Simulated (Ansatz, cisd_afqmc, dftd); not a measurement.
System: ZnHCl, charge 0, singlet. ZnHCl (SMILES [Cl][ZnH]).
B3LYP-D3(BJ)/def2-TZVP minimum from Ansatz (a program for electronic structure):
```
Zn
H 1 1.5194
Cl 1 2.1173 2 180.00
```

Wanted: atomisation energy (electronic, to ground-state atoms), in kcal/mol. Open shells are spin-unrestricted; no spin-orbit coupling. The -DK rows use spin-free X2C, correlate 3s3p of the metal (1s2s2p frozen) and give its partners the cc-pVXZ-DK valence sets. AFQMC is phaseless with a CISD trial state; ± is one standard error, without the phaseless bias. Outlying blocks are dropped, and bars are widened where a walk drifts. Over all cases where full CI ran beside it in this data, AFQMC minus full CI had a median of +0.1 mEh and passed +0.4 mEh in a tenth of the cases. CBS(X,Y): correlation extrapolated as X^-3, Hartree-Fock from the larger set. A bracket is a step between two methods taken in the basis named. The functionals are non-relativistic, so their misses hold any scalar relativity. Double hybrids freeze cores in their MP2 part. Where a partner has so few electrons that a lower coupled-cluster level is exact, that level stands in.

```tsv
level	program	atomisation energy (kcal/mol)
PBE-D3(BJ)/def2-TZVPD	Ansatz + dftd3	131.5
PBE/def2-TZVPD	Ansatz	130.6
B3LYP-D3(BJ)/def2-TZVPD	Ansatz + dftd3	128.0
CAM-B3LYP-D4/def2-TZVPD	Ansatz + dftd4	131.6
wB97X-V/def2-TZVPD	Ansatz	136.7
B2PLYP-D3(BJ)/def2-TZVPD	Ansatz + dftd3	130.2
B2PLYP/def2-TZVPD	Ansatz	129.2
B2GP-PLYP-D4/def2-TZVPD	Ansatz + dftd4	130.8
B2GP-PLYP/def2-TZVPD	Ansatz	130.4
CCSD/cc-pwCVTZ-DK	Ansatz	125.1
CCSD(T)/CBS(cc-pwCVTZ-DK,cc-pwCVQZ-DK)	Ansatz	132.2
AFQMC/CISD/cc-pwCVTZ-DK	cisd_afqmc	126.9 ± 0.5
CCSD(T)/CBS(cc-pwCVTZ-DK,cc-pwCVQZ-DK) + [AFQMC/CISD - CCSD(T)]/cc-pwCVTZ-DK	Ansatz + cisd_afqmc	132.3 ± 0.5
```
